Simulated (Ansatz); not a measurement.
One change: `NCS[SiH2]O` becomes `O[SiH2]SC[SiH3]`.

Ansatz, PBE0-D4/def2-TZVP geometries, multiplicity 1. Each molecule was computed in one conformer, which needn't be the lowest.

```json
{"property": "LUMO energy (PBE/def2-TZVPP) / eV", "`NCS[SiH2]O`": "-0.62"}
{"property": "LUMO energy (ωB97M-V/def2-TZVPP) / eV", "`NCS[SiH2]O`": "1.93"}
{"property": "HOMO–LUMO gap (ωB97M-V/def2-TZVPP) / eV", "`NCS[SiH2]O`": "11.20"}
{"property": "HOMO energy (ωB97M-V/def2-TZVPP) / eV", "`NCS[SiH2]O`": "-9.27"}
{"property": "HOMO–LUMO gap (PBE/def2-TZVPP) / eV", "`NCS[SiH2]O`": "5.18"}
{"property": "HOMO energy (PBE/def2-TZVPP) / eV", "`NCS[SiH2]O`": "-5.81"}
```

Task: What does the change do to each property? (Estimate.)

Result: The calculation gave: 
```csv
property,`O[SiH2]SC[SiH3]`,shift
LUMO energy (PBE/def2-TZVPP) / eV,-1.26,-0.64
LUMO energy (ωB97M-V/def2-TZVPP) / eV,1.40,-0.53
HOMO–LUMO gap (ωB97M-V/def2-TZVPP) / eV,10.52,-0.68
HOMO energy (ωB97M-V/def2-TZVPP) / eV,-9.12,0.15
HOMO–LUMO gap (PBE/def2-TZVPP) / eV,4.53,-0.65
HOMO energy (PBE/def2-TZVPP) / eV,-5.79,0.02
```

With PBE0 the HOMO rises by 0.10 eV and the LUMO falls by 0.65 eV, so the gap narrows by about 0.75 eV. PBE moves the HOMO by 0.02 eV and ωB97M-V by 0.15 eV.

Positive LUMOs are unbound, so they and the gaps depend on the basis.
